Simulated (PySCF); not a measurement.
**Polarisability and C₆ of Mn (manganese, neutral)**

[Ar] 3d5 4s2, high-spin 6S determinant. All numbers are calculated (PySCF 2.14, scalar relativity by spin-free X2C-1e, in dyall-acv2z). Coupled (time-dependent) response in atomic units; α is the mean over directions. A double-zeta set is small for polarisabilities.

```tsv
method	mean α (bohr³)	C₆ (like pair)	S(−4)
UHF	101.2	1002	12890
PBE	71.65	664.4	3213
PBE0	75.97	720.9	3640
```

S(−4) is the Cauchy moment in α(ω) = α(0) + S(−4) ω² + …

Reference α: 68 ± 9 bohr³ (recommended; Schwerdtfeger and Nagle, table of static dipole polarizabilities (2023 update)). Published C₆: 552.0 (Chu and Dalgarno (2004); Tang, Norbeck and Certain (1976)).

Hartree-Fock lies above the reference because it lacks correlation, which contracts the outer shell.

α(iu) at UHF:

| u (hartree) | α(iu) (bohr³) |
| --- | --- |
| 0 | 101.2 |
| 0.0500 | 82.96 |
| 0.100 | 61.43 |
| 0.200 | 33.05 |
| 0.300 | 19.78 |
| 0.500 | 9.678 |
| 0.750 | 5.525 |
| 1.00 | 3.776 |
| 1.50 | 2.234 |
| 2.00 | 1.528 |
| 3.00 | 0.8725 |
| 5.00 | 0.4098 |

A single London oscillator, α(iu) = α/(1 + u²/ω²), gives C₆ = (3/4) ω α². Matching the computed C₆ needs ω = 4 × 1002 / (3 × 101.2²) = 0.130 hartree.
